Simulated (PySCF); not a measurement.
Computed properties of F2S, SMILES S(F)F

sulfur difluoride (F2S), SMILES FSF. Coordinates come from a ωB97X-D3(BJ)/def2-TZVP optimisation. Other conformers were not sampled. All values are computed for the isolated molecule unless a solvent is named; none is compared with measurement here.

**Structure.** The optimised structure has C2v symmetry. All 3 harmonic modes at ωB97X-D3(BJ)/def2-TZVP (PySCF) are real, so it is a minimum. With heavy atoms numbered as in [F:1][S:2][F:3], the shortest bond between them is F1–S2 at 1.594 Å and the longest S2–F3 at 1.594 Å.

**Vibrations.** The strongest infrared lines (harmonic, unscaled, degenerate partners summed) lie at 837 cm⁻¹ (158 km/mol, F 60 %, S 40 %), 867 cm⁻¹ (83 km/mol, F 63 %, S 37 %), 357 cm⁻¹ (4 km/mol, F 82 %, S 18 %). The softest mode is at 357 cm⁻¹ and the zero-point energy is 2.9 kcal/mol.

**Electronic structure.** HF/def2-TZVPD (PySCF) places the frontier levels at -10.86 and 1.32 eV, a gap of 12.18 eV, and gives a dipole moment of 1.33 D and a mean polarisability of 22.0 bohr³.

**Excitations.** TDA-PBE0/def2-TZVPD (PySCF) has S1 at 3.40 eV (364 nm, f = 0.000, dark); the most intense of the 10 singlets computed lies at 6.70 eV (f = 0.07). T1 (TDA) is at 2.43 eV, 0.97 eV under S1. No vertical singlet excitation falls in the visible range (under 3.1 eV).

**NMR.** GIAO shifts at KT2/pcSseg-2 (PySCF) (non-relativistic, atoms alike by connectivity averaged): ¹⁹F at -201.5 ppm against CFCl3.
